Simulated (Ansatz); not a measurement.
Coupled-cluster diagnostics for GeCl3(OiPr) (C₃H₇Cl₃GeO), Ansatz.

Geometry of the singlet (r2SCAN-D4/def2-SVP):

```
atom    x (Å)    y (Å)    z (Å)
 Ge1   1.4810   0.5706  -1.6155
 Cl2   3.4925   1.2614  -1.5327
 Cl3   1.3924  -1.1311  -2.9144
 Cl4   0.1963   2.0898  -2.4193
  O5   1.0152   0.1747   0.0198
  C6  -0.3563   0.2002   0.4816
  C7  -0.2851   0.0272   1.9864
  C8  -1.1788  -0.8763  -0.2062
  H9  -0.7823   1.1944   0.2458
 H10   0.1517  -0.9522   2.2363
 H11  -1.2926   0.0871   2.4259
 H12   0.3421   0.8113   2.4345
 H13  -1.2466  -0.7007  -1.2917
 H14  -0.7248  -1.8668  -0.0438
 H15  -2.2048  -0.8897   0.1933
```

Correlated methods freeze 28 core orbitals; core or outer-core shells of Ge are correlated, in sets that lack core-valence functions.

(1) Estimate the CCSD(T) correlation energy, the shares of MP2 and (T), T1 and the reference's ⟨S²⟩ for: charge 0, singlet, own geometry in def2-SVP; and the rough time on 4 threads of Arm Neoverse V1 on a shared host.

Answers

(1) 
| state | basis | correlation (eV) | MP2 share (%) | (T) share (%) | T1 | ⟨S²⟩ (pure) | wall time |
| --- | --- | --- | --- | --- | --- | --- | --- |
| charge 0, singlet, own geometry | def2-SVP | -36.359 | 92.3 | 2.7 | 0.010 | 0.00 (0.00) | 2.1 min |
Customary marks for T1 are 0.02 (closed shells), 0.045 (open shells) and about 0.05 (3d metals). T1 stays under 0.02 throughout.
